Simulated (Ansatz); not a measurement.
**Molecular dynamics, step by step**

H2SBr (SMILES [Br-].S) (charge -1), singlet, SPW92/def2-SVP (Ansatz 0.2.0). Settings (timestep in fs, temperature in K; T counts 6 degrees of freedom):

```yaml
hamiltonian: {xc: lda}
md: {n_steps: 40, timestep: 0.75, temperature: 500, ensemble: nvt_nose_hoover, seed: 276, initial_velocities: maxwell_boltzmann}
```

Start (the SMILES describes the start alone):

```json
{"atom": "Br1", "x (Å)": "0.0605", "y (Å)": "-0.3147", "z (Å)": "-2.3544"}
{"atom": "S2", "x (Å)": "-0.2831", "y (Å)": "-0.2639", "z (Å)": "1.2292"}
{"atom": "H3", "x (Å)": "0.3900", "y (Å)": "0.8937", "z (Å)": "1.2958"}
{"atom": "H4", "x (Å)": "-0.1674", "y (Å)": "-0.3152", "z (Å)": "-0.1705"}
```

```json
{"step": "0", "time (fs)": "0.00", "potential energy less the start (meV)": "0.0", "kinetic energy (meV)": "129.3", "T (K)": "500"}
{"step": "2", "time (fs)": "1.50", "potential energy less the start (meV)": "73.2", "kinetic energy (meV)": "57.9", "T (K)": "224"}
{"step": "4", "time (fs)": "3.00", "potential energy less the start (meV)": "78.6", "kinetic energy (meV)": "52.7", "T (K)": "204"}
{"step": "6", "time (fs)": "4.50", "potential energy less the start (meV)": "7.3", "kinetic energy (meV)": "122.2", "T (K)": "473"}
{"step": "8", "time (fs)": "6.00", "potential energy less the start (meV)": "-38.8", "kinetic energy (meV)": "168.0", "T (K)": "650"}
{"step": "10", "time (fs)": "7.50", "potential energy less the start (meV)": "-27.1", "kinetic energy (meV)": "157.3", "T (K)": "608"}
{"step": "12", "time (fs)": "9.00", "potential energy less the start (meV)": "3.8", "kinetic energy (meV)": "126.9", "T (K)": "491"}
{"step": "14", "time (fs)": "10.50", "potential energy less the start (meV)": "28.4", "kinetic energy (meV)": "102.2", "T (K)": "395"}
{"step": "16", "time (fs)": "12.00", "potential energy less the start (meV)": "52.0", "kinetic energy (meV)": "78.6", "T (K)": "304"}
{"step": "18", "time (fs)": "13.50", "potential energy less the start (meV)": "76.2", "kinetic energy (meV)": "54.9", "T (K)": "212"}
{"step": "20", "time (fs)": "15.00", "potential energy less the start (meV)": "77.2", "kinetic energy (meV)": "54.0", "T (K)": "209"}
{"step": "22", "time (fs)": "16.50", "potential energy less the start (meV)": "46.9", "kinetic energy (meV)": "84.0", "T (K)": "325"}
{"step": "24", "time (fs)": "18.00", "potential energy less the start (meV)": "11.7", "kinetic energy (meV)": "119.0", "T (K)": "460"}
{"step": "26", "time (fs)": "19.50", "potential energy less the start (meV)": "-12.0", "kinetic energy (meV)": "143.0", "T (K)": "553"}
{"step": "28", "time (fs)": "21.00", "potential energy less the start (meV)": "-25.6", "kinetic energy (meV)": "156.4", "T (K)": "605"}
{"step": "30", "time (fs)": "22.50", "potential energy less the start (meV)": "-17.4", "kinetic energy (meV)": "148.1", "T (K)": "573"}
{"step": "32", "time (fs)": "24.00", "potential energy less the start (meV)": "24.0", "kinetic energy (meV)": "107.5", "T (K)": "416"}
{"step": "34", "time (fs)": "25.50", "potential energy less the start (meV)": "57.7", "kinetic energy (meV)": "74.8", "T (K)": "289"}
{"step": "36", "time (fs)": "27.00", "potential energy less the start (meV)": "28.7", "kinetic energy (meV)": "103.4", "T (K)": "400"}
{"step": "38", "time (fs)": "28.50", "potential energy less the start (meV)": "-30.3", "kinetic energy (meV)": "161.4", "T (K)": "624"}
{"step": "40", "time (fs)": "30.00", "potential energy less the start (meV)": "-47.6", "kinetic energy (meV)": "178.9", "T (K)": "692"}
```

Step 6, positions (Å) and forces (eV/Å):

| atom | x | y | z | Fx | Fy | Fz |
| --- | --- | --- | --- | --- | --- | --- |
| Br1 | 0.060 | -0.314 | -2.349 | -0.010 | 0.003 | 0.219 |
| S2 | -0.283 | -0.264 | 1.219 | -0.162 | -0.085 | 1.068 |
| H3 | 0.405 | 0.902 | 1.203 | 0.090 | 0.151 | -0.024 |
| H4 | -0.174 | -0.361 | -0.162 | 0.082 | -0.069 | -1.262 |

Step 12, positions (Å) and forces (eV/Å):

| atom | x | y | z | Fx | Fy | Fz |
| --- | --- | --- | --- | --- | --- | --- |
| Br1 | 0.060 | -0.313 | -2.344 | -0.036 | -0.046 | 0.364 |
| S2 | -0.283 | -0.265 | 1.215 | 0.519 | 0.606 | -1.036 |
| H3 | 0.433 | 0.933 | 1.108 | -0.441 | -0.733 | 0.064 |
| H4 | -0.165 | -0.413 | -0.366 | -0.042 | 0.172 | 0.609 |

Step 30, positions (Å) and forces (eV/Å):

```csv
atom,x,y,z,Fx,Fy,Fz
Br1,0.059,-0.312,-2.322,-0.007,0.004,0.117
S2,-0.279,-0.267,1.165,0.433,0.761,0.140
H3,0.430,0.894,0.876,-0.321,-0.478,0.383
H4,-0.209,-0.412,-0.263,-0.105,-0.287,-0.641
```

Last step (40):

| atom | x (Å) | y (Å) | z (Å) |
| --- | --- | --- | --- |
| Br1 | 0.0577 | -0.3115 | -2.3082 |
| S2 | -0.2729 | -0.2653 | 1.1322 |
| H3 | 0.4151 | 0.8783 | 0.8932 |
| H4 | -0.2981 | -0.5051 | -0.3480 |

The run took about 12 s on 2 CPU threads of an Intel Xeon Platinum 8124M (shared host).
